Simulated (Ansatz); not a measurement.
CH$_{9}$B$_{3}$OSiZn from Hartree–Fock to CCSD(T)

```xyz
16

B    -0.553    3.183    2.461
B    -1.799    2.849    1.642
Zn   -0.038    1.462    1.139
C     1.025    0.018    0.305
O     0.137   -0.717   -0.546
Si    0.702   -2.013   -1.399
B    -0.740   -2.856   -2.499
H     0.291    3.929    2.025
H    -0.325    2.610    3.500
H    -2.795    2.638    1.036
H     1.463   -0.645    1.063
H     1.863    0.423   -0.279
H     1.280   -3.026   -0.459
H     1.828   -1.584   -2.289
H    -0.471   -3.812   -3.168
H    -1.867   -2.460   -2.530
```

The species carries charge 0 and has multiplicity 1. For Zn the d shell is correlated and the shells below it are frozen. Scalar relativity is left out up to krypton. The bonds changed during the relaxation, so this is another structure than the one it started from. The geometry is a stationary point of PBE0-D4/def2-TZVP. It is one conformer, not always the lowest. Frozen core, restricted reference, Ansatz.

| basis | HF (Eh) | MP2 corr. |
| --- | --- | --- |
| def2-SVP | -2258.17273 | -0.98001 |
| def2-TZVPP | -2258.74456 | -1.34713 |
| def2-QZVPP | -2258.80407 | -1.44106 |

(1) Estimate the CCSD correlation energy and the (T) correction in each basis where they were run (hartree).

## Answers

(1) 
```csv
basis,CCSD corr.,(T)
def2-SVP,-1.03926,-0.03137
def2-TZVPP,-1.36999,-0.05133
```
